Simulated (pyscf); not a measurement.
PySCF, gas phase, ωB97X-D3(BJ)/def2-SVP geometries. Correlated levels are frozen-core, on RHF or UHF. ΔMP2 is the change of the MP2 total energy from the triple- to the quadruple-zeta basis.

SMILES: BB(O)O
```xyz
8

B     -1.7827     0.0659     0.4890
B     -0.5362    -0.7362    -0.3689
O      0.5220    -1.4118     0.1947
O     -0.5924    -0.7053    -1.7337
H     -1.6935     1.2304     0.8119
H     -2.8067    -0.4967     0.8098
H      0.5262    -1.4102     1.1562
H      0.1511    -1.1823    -2.1267
```
Charge 0, spin multiplicity 1.

Task: What is the homolytic dissociation enthalpy (298 K, CCSD(T)/def2-TZVPP + ΔMP2(QZVPP)) of the B–B bond of H₂B–B(OH)–OH (SMILES BB(O)O), to BH₂• + [HO–B–OH]•?

Result: B–B to BH₂• + [HO–B–OH]•: 416.1 kJ/mol. The radicals are drawn with the spin at the cut bond; how far it spreads was not checked. H₂B–B(OH)–OH lies 158.7 kJ/mol over its isomer H₂B–O–BH–OH, and others may lie lower still (electronic energy, ωB97M-D3(BJ)). Other isomers of [HO–B–OH]• were not searched in full and may lie lower. The CCSD(T) − MP2 part came from Ansatz, without density fitting, on the same reference.
